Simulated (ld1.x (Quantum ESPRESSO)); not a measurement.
# arsenic (As), TM semilocal: configuration errors across variants

As (Z = 33), norm-conserving Troullier–Martins (semilocal form), made with ld1.x (Quantum ESPRESSO) 7.5 (LDA (PZ), scalar-relativistic). Core [Ar] 3d10, reference 4s2 4p3. Waves: 4s (bound): rc 1.50 bohr; 4d channel at 0.3 Ry: rc 1.70 bohr; 4p (bound): rc 2.20 bohr. Local part: the p channel. Core correction: none.

All-electron excitation energies from the reference (eV): (1) 4s2 4p2 9.325; (2) 4s2 4p1 27.488; (3) 4s2 4p0 55.528; (4) 4s2 4p3.3 -1.278; (5) 4s0 4p5 19.206; (6) 4s1 4p4 9.483; (7) 4s1 4p0 106.641; (8) 4s2 4p3 spin -1.324; (9) 4s2 4p2 spin 8.597.

Spin tests fill each open shell by Hund’s rule, majority spin first.

A semilocal file is local in each channel, so a ghost entry of none says nothing of the separable form that plane-wave codes build from it.

3 further variants failed, have other tests or another functional or relativity, and are left out.

Errors AE − PS in meV (a dash: test not solved or not reliable):

| change | (1) | (2) | (3) | (4) | (5) | (6) | (7) | (8) | (9) | bound ghosts |
| --- | --- | --- | --- | --- | --- | --- | --- | --- | --- | --- |
| base | +2.6 | +22 | +87 | +0.3 | +40 | +8.6 | +440 | +173 | +118 | none |
| wave 4d channel at 0.3 Ry: rc 1.70 bohr becomes 4d channel at 0.3 Ry: rc 2.12 bohr | +2.6 | +22 | +87 | +0.3 | +40 | +8.6 | +440 | +173 | +118 | none |
| wave 4s (bound): rc 1.50 bohr becomes 4s (bound): rc 1.96 bohr | +3.6 | +29 | +115 | +0.4 | +24 | +4.6 | +451 | +175 | +121 | none |
| wave 4d channel at 0.3 Ry: rc 1.70 bohr becomes 4d channel at -0.09 Ry: rc 1.70 bohr | +2.6 | +22 | +87 | +0.3 | +40 | +8.6 | +440 | +173 | +118 | none |
| core correction a·sin(br)/r model core inside 1.30 bohr | -2.9 | -22 | -99 | +0.2 | -15 | -4.2 | -346 | +2.9 | -1.9 | none |
| all radii scaled by about 1.04 (s 1.56, p 2.28, d 1.76 bohr) | +2.6 | +20 | +77 | +0.4 | +44 | +9.7 | +422 | +172 | +118 | none |
| wave 4p (bound): rc 2.20 bohr becomes 4p (bound): rc 2.08 bohr | +2.6 | +23 | +94 | +0.3 | +36 | +7.9 | +454 | +174 | +119 | none |
| core correction a·sin(br)/r model core inside 0.88 bohr | -2.9 | -23 | -102 | +0.2 | -18 | -5.0 | -368 | -4.6 | -7.1 | none |
| wave 4d channel at 0.3 Ry: rc 1.70 bohr becomes 4d channel at 0.3 Ry: rc 1.92 bohr | +2.6 | +22 | +87 | +0.3 | +40 | +8.6 | +440 | +173 | +118 | none |

Problem. Give the same row for: wave 4s (bound): rc 1.50 bohr becomes 4s (bound): rc 1.70 bohr.

Solution. +2.7, +22, +89, +0.3, +38, +8.2, +441, +173, +119; bound ghosts: none.
